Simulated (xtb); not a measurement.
C3H3Cl2F, SMILES F[C@H]1C(Cl)(C1)Cl. All values are semi-empirical tight-binding results from xtb (GFN2-xTB unless named), good for trends rather than for accurate numbers. Geometry optimised at GFN2-xTB. The structure was generated by enumeration; whether it is a known compound was not checked.

Optimised geometry:

Bonded distances (Å): F1–C2 1.353, C2–C3 1.502, C2–C4 1.500, C2–H7 1.083, C3–C4 1.500, C3–H8 1.079, C3–H9 1.080, C4–Cl5 1.752, C4–Cl6 1.755. Bond angles (°): F1–C2–C3 118.2, F1–C2–C4 118.6, F1–C2–H7 110.7, C3–C2–C4 60.0, C3–C2–H7 121.3, C4–C2–H7 119.8, C2–C3–C4 60.0, C2–C3–H8 118.6, C2–C3–H9 117.0, C4–C3–H8 118.7, C4–C3–H9 116.7, H8–C3–H9 114.9, C2–C4–C3 60.1, C2–C4–Cl5 119.7, C2–C4–Cl6 117.4, C3–C4–Cl5 119.2, C3–C4–Cl6 118.5, Cl5–C4–Cl6 112.6.

Computed properties:
- orbital gap: 5.80 eV
- dipole moment: 2.11 D
- zero-point energy: 33.2 kcal/mol
- G − E(el) at 298.15 K (modified RRHO): 13.8 kcal/mol
- static polarisability (D4 model): 60.5 bohr³
- solvation energy, GFN2-xTB/ALPB(water): -3.2 kcal/mol
- solvation energy, GFN2-xTB/ALPB(thf): -6.2 kcal/mol

Give the atomic charges and the Wiberg bond orders between heavy atoms. (The exact figures need the calculation; the answer reports its results.)

charges (e) F1 -0.21, C2 0.14, C3 -0.09, C4 0.16, Cl5 -0.12, Cl6 -0.14, H7 0.08, H8 0.09, H9 0.10. Bond orders F1–C2 0.96, C2–C3 0.95, C2–C4 0.95, C3–C4 0.96, C4–Cl5 0.97, C4–Cl6 0.96.
